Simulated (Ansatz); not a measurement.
The cluster Ga4As5⁻. Total charge -1; singlet. Geometry PBE-D4/def2-SVP; atoms count from 1.

```xyz
9

Ga   -0.594    2.816    0.788
Ga    0.818   -2.711    0.018
Ga   -0.166   -0.036    1.122
Ga    0.709   -0.606   -1.870
As    0.217   -2.201    2.166
As   -1.209    0.730   -1.211
As   -1.062    3.128   -1.477
As   -0.030    1.723    2.752
As    1.316   -2.843   -2.288
```

The structure comes from a short search, and lower isomers may exist.

(1) Estimate the Mulliken populations from the PBE0/def2-SVP orbitals of Ansatz.

(2) And the Mayer bond orders between heavy atoms (over 0.3)?

Results:

(1) 
```csv
atom,charge (e)
Ga1,0.04
Ga2,0.03
Ga3,0.06
Ga4,0.11
As5,-0.25
As6,-0.18
As7,-0.28
As8,-0.26
As9,-0.27
```
Mulliken values depend strongly on the basis.

(2) Ga1–As7 1.19 (2.33 Å); Ga1–As8 1.29 (2.32 Å); Ga2–As5 1.42 (2.29 Å); Ga2–As9 1.11 (2.36 Å); Ga3–As5 1.00 (2.43 Å); Ga3–As6 0.59 (2.67 Å); Ga3–As8 1.16 (2.40 Å); Ga4–As6 0.94 (2.43 Å); Ga4–As9 1.28 (2.36 Å); As6–As7 1.03 (2.42 Å).
